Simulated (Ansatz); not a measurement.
Reactions of `[BH2][GeH]([CH3])[F]`.

Computed with Ansatz on PBE0-D4/def2-TZVP structures; ΔE is electronic, products minus reactants. CCSD(T)/CBS adds triple-zeta CCSD(T) − MP2 to the extrapolated MP2 energy (def2 sets, frozen cores). This one scheme is used for every species. DFT in def2-TZVPP. Triplets are unrestricted, without spin–orbit coupling. For Ge outer-core shells are correlated without core-valence functions, which leaves a few kJ/mol of doubt a bond. Scalar relativity is left out up to krypton. One conformer a species, not always the lowest.

```tsv
reaction	ωB97M-V (kcal/mol)	B2PLYP (kcal/mol)	MP2/CBS(def2) (kcal/mol)	CCSD/CBS(def2) (kcal/mol)
`[BH2][GeH]([CH3])[F]` + `N=C(N)F` → `BNC(=N)F` + `[CH3][GeH2][F]`	-33.7	-33.7	-33.4	-32.4
`[BH2][GeH]([CH3])[F]` → `BF` + `[CH3][GeH]`	14.8	14.6	19.6	16.7
`[BH2][GeH]([CH3])[F]` + H₂O → `[CH3][GeH]([OH])[F]` + BH₃	-14.4	-15.3	-14.3	-13.1
`[BH2][GeH]([CH3])[F]` + `N[SiH]1CN1` → `BN[SiH]1CN1` + `[CH3][GeH2][F]`	-37.2	-37.2	-36.7	-35.3
`[BH2][GeH]([CH3])[F]` + H₂ → `[BH2][GeH2][F]` + CH₄	-7.7	-8.5	-5.3	-7.6
`[BH2][GeH]([CH3])[F]` → `[BH2][GeH2][F]` + `[CH2]` (triplet)	113.5	110.8	117.3	110.8
```

Give the CCSD(T)/CBS values in the same order. (An estimate is asked.)

The calculation gave: -32.7, 17.3, -12.9, -35.8, -6.7, 113.6 kcal/mol.

Largest T1 diagnostic: 0.014, for `BNC(=N)F`.
